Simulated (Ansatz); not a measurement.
Ansatz (a program for electronic structure) input for C3H6, SMILES C1CC1, PBE0-D3(BJ)/def2-TZVP. 

Ansatz 0.2 input:
```yaml
crystal:
  periodic: [false, false, false]
  atoms:
    - {symbol: C, position_ang: [0.86397471, 0.00000000, 0.00000000]}
    - {symbol: C, position_ang: [-0.43198735, -0.74822404, -0.00000000]}
    - {symbol: C, position_ang: [-0.43198736, 0.74822404, 0.00000000]}
    - {symbol: H, position_ang: [1.45526339, 0.00000001, 0.90300028]}
    - {symbol: H, position_ang: [1.45526338, 0.00000001, -0.90300029]}
    - {symbol: H, position_ang: [-0.72763168, -1.26029506, -0.90300029]}
    - {symbol: H, position_ang: [-0.72763169, -1.26029506, 0.90300028]}
    - {symbol: H, position_ang: [-0.72763169, 1.26029506, 0.90300028]}
    - {symbol: H, position_ang: [-0.72763170, 1.26029506, -0.90300029]}
basis:
  gaussian:
    orbitals: def2-TZVP
hamiltonian:
  xc: pbe0
  dispersion: d3bj
relax: {f_tol: 0.002, max_steps: 200}
```

It prints:

```
WARN ansatz: RAYON_NUM_THREADS=1 ignored (pool sized by the plan → 1); use --threads N
Functional definition: PBE0
integrals: 0.03 GiB planned
804 factors; their error is unknown
mean field: 0.41 GiB planned
mean field evaluation 1: about -3197.6726 eV, gradient 5.7e1 eV
mean field evaluation 2: about -3193.3085 eV, gradient 7.0e1 eV
mean field evaluation 4: about -3205.2539 eV, gradient 6.0e-1 eV
mean field evaluation 8: about -3205.2388 eV, gradient 2.6e-3 eV
mean field -3205.23882128 eV, -117.7903540931 hartree, gradient 3.6e-5 eV, S^2 0.000000; 0 other end points of the search recorded, 0 dependent functions left out
the calculation of the forces begins
reference -3205.23884610 eV, -117.7903550054 hartree; 12, 12 occupied and 117, 117 virtual orbitals, 804 factors
relax step   1: F+E_penalty+E_count = -3205.34248197 eV  Δ(F+E_penalty+E_count) = +0.000e0 eV  max|allowed force component| = 1.393e-1 eV/Å  Δτ_max = 0.0000 Å  (26 SCF iters, accepted)
these checks for a lower state are left out or cut short: starts, cluster_reference, orbital_swaps, neighbouring_geometries, increment
integrals: 0.03 GiB planned
804 factors; their error is unknown
mean field: 0.41 GiB planned
mean field evaluation 16: about -3205.2563 eV, gradient 6.0e-1 eV
mean field -3205.24103214 eV, -117.7904353408 hartree, gradient 4.8e-6 eV, S^2 0.000000; 0 other end points of the search recorded, 0 dependent functions left out
the calculation of the forces begins
reference -3205.24105700 eV, -117.7904362544 hartree; 12, 12 occupied and 117, 117 virtual orbitals, 804 factors
relax step   2: F+E_penalty+E_count = -3205.34469010 eV  Δ(F+E_penalty+E_count) = -2.208e-3 eV  max|allowed force component| = 3.748e-2 eV/Å  Δτ_max = 0.0047 Å  (30 SCF iters, accepted)
these checks for a lower state are left out or cut short: starts, cluster_reference, orbital_swaps, neighbouring_geometries, increment
integrals: 0.03 GiB planned
804 factors; their error is unknown
mean field: 0.41 GiB planned
mean field -3205.24130698 eV, -117.7904454408 hartree, gradient 4.8e-6 eV, S^2 0.000000; 0 other end points of the search recorded, 0 dependent functions left out
the calculation of the forces begins
reference -3205.24133185 eV, -117.7904463547 hartree; 12, 12 occupied and 117, 117 virtual orbitals, 804 factors
relax step   3: F+E_penalty+E_count = -3205.34497370 eV  Δ(F+E_penalty+E_count) = -2.836e-4 eV  max|allowed force component| = 2.509e-2 eV/Å  Δτ_max = 0.0027 Å  (29 SCF iters, accepted)
these checks for a lower state are left out or cut short: starts, cluster_reference, orbital_swaps, neighbouring_geometries, increment
integrals: 0.03 GiB planned
804 factors; their error is unknown
mean field: 0.41 GiB planned
mean field evaluation 32: about -3205.2568 eV, gradient 5.2e-1 eV
mean field -3205.24131615 eV, -117.7904457779 hartree, gradient 4.8e-6 eV, S^2 0.000000; 0 other end points of the search recorded, 0 dependent functions left out
the calculation of the forces begins
reference -3205.24134102 eV, -117.7904466918 hartree; 12, 12 occupied and 117, 117 virtual orbitals, 804 factors
relax step   4: F+E_penalty+E_count = -3205.34498424 eV  Δ(F+E_penalty+E_count) = -1.054e-5 eV  max|allowed force component| = 6.214e-3 eV/Å  Δτ_max = 0.0002 Å  (30 SCF iters, accepted)
these checks for a lower state are left out or cut short: starts, cluster_reference, orbital_swaps, neighbouring_geometries, increment
integrals: 0.03 GiB planned
804 factors; their error is unknown
mean field: 0.41 GiB planned
mean field -3205.24131624 eV, -117.7904457814 hartree, gradient 4.8e-6 eV, S^2 0.000000; 0 other end points of the search recorded, 0 dependent functions left out
the calculation of the forces begins
reference -3205.24134111 eV, -117.7904466952 hartree; 12, 12 occupied and 117, 117 virtual orbitals, 804 factors
relax step   5: F+E_penalty+E_count = -3205.34498490 eV  Δ(F+E_penalty+E_count) = -6.593e-7 eV  max|allowed force component| = 3.693e-5 eV/Å  Δτ_max = 0.0001 Å  (30 SCF iters, accepted)
integrals: 0.03 GiB planned
804 factors; their error is unknown
mean field: 0.41 GiB planned
mean field evaluation 64: about -3205.2413 eV, gradient 1.0e-2 eV
mean field -3205.24131624 eV, -117.7904457814 hartree, gradient 4.8e-6 eV, S^2 0.000000; 1 other end points of the search recorded, 0 dependent functions left out
the calculation of the forces begins
reference -3205.24134111 eV, -117.7904466952 hartree; 12, 12 occupied and 117, 117 virtual orbitals, 804 factors
Total energy: -3205.34500977 eV, -117.7942564480 hartree
Atom 0 at     0.864326     0.000000     0.000000 Å, force     0.000029    -0.000000     0.000000 eV/Å
Atom 1 at    -0.432157    -0.748523     0.000000 Å, force    -0.000012    -0.000020    -0.000000 eV/Å
Atom 2 at    -0.432157     0.748523     0.000000 Å, force    -0.000012     0.000020    -0.000000 eV/Å
Atom 3 at     1.451578     0.000000     0.909670 Å, force    -0.000017     0.000000    -0.000037 eV/Å
Atom 4 at     1.451578     0.000000    -0.909670 Å, force    -0.000017    -0.000000     0.000037 eV/Å
Atom 5 at    -0.725792    -1.257109    -0.909663 Å, force     0.000007     0.000015     0.000037 eV/Å
Atom 6 at    -0.725792    -1.257109     0.909663 Å, force     0.000007     0.000015    -0.000037 eV/Å
Atom 7 at    -0.725792     1.257109     0.909663 Å, force     0.000007    -0.000015    -0.000037 eV/Å
Atom 8 at    -0.725792     1.257109    -0.909663 Å, force     0.000007    -0.000015     0.000037 eV/Å
Dipole moment:    -0.000003    -0.000000     0.000000 e Å
```

Self-consistency was reached.
